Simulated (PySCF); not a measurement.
BrPb, charge +1, multiplicity 1. Atoms are numbered in the order given.

```xyz
2

Pb     0.0000     0.0000    -0.7513
Br     0.0000     0.0000     1.7602
```
Charge +1, spin multiplicity 1.

Coordinates come from a B3LYP-D3(BJ)/def2-TZVP optimisation. The multiplicity is an assumed one; other spin states were not compared. The def2 effective core potentials stand for the cores of Pb; spin–orbit coupling is left out.

Level of theory: B3LYP-D3(BJ)/def2-TZVP in PySCF.

Frequencies are harmonic and unscaled.

| mode | ν (cm⁻¹) | IR (km/mol) | Raman (Å⁴/amu) | depolarisation | moving atoms (share of kinetic energy) |
|---|---|---|---|---|---|
| 1 | 253 | 22.2 | 11.6 | 0.27 | Br 72 %, Pb 28 % |
